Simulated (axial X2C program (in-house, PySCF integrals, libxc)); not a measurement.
Potential curves of SnHf, 2c

All values were computed with an axial X2C code built on PySCF integrals. Two-component (2c) means X2C with spin–orbit coupling and atomic mean-field two-electron Coulomb and Gaunt terms. Basis: Hf dyall-v2z [11s12p8d6f], Sn dyall-v2z [9s9p7d] (cores contracted in-house); Gaussian nuclei, density fitting, unrestricted open shells. Masses: Hf 179.947 u, Sn 119.902 u.

State: Ω = 1 (⟨Sz⟩ = 1.03, ⟨Lz⟩ = -0.03 at r2SCAN0). Energies in eV from the lowest point of each curve. Fits are polynomials in 1 − R0/R over 0.85 to 1.23 times the lowest point R0.

```csv
R (Å),r2SCAN0
2.5198,0.3044
2.6029,0.1085
2.6859,0.0161
2.7690,0.0000
2.8659,0.0502
2.9628,0.1509
3.0874,0.3251
```

One determinant describes the state; a PBE0 search over occupations chose it and may have missed a lower one. Density functionals use the spin component along the axis (collinear). With several unpaired electrons one determinant need not be a pure state. Open-shell Ω = 0 determinants with evenly filled partner blocks cannot be reached by this program, so the Ω shown need not be the lowest component. The determinant is spin-polarised beyond a pure state at some levels (its spin-free form has ⟨S²⟩ too high), which makes Re and μ there less reliable. The lowest spin-free determinant has another configuration (M_S = 2, Λ = 2), so the order of states is uncertain and this need not be the ground state.

What are Re and ωe at the r2SCAN0 level?

At r2SCAN0, 2c: Re = 2.748 Å, ωe ≈ 181 cm⁻¹; Be follows as 0.031 cm⁻¹.
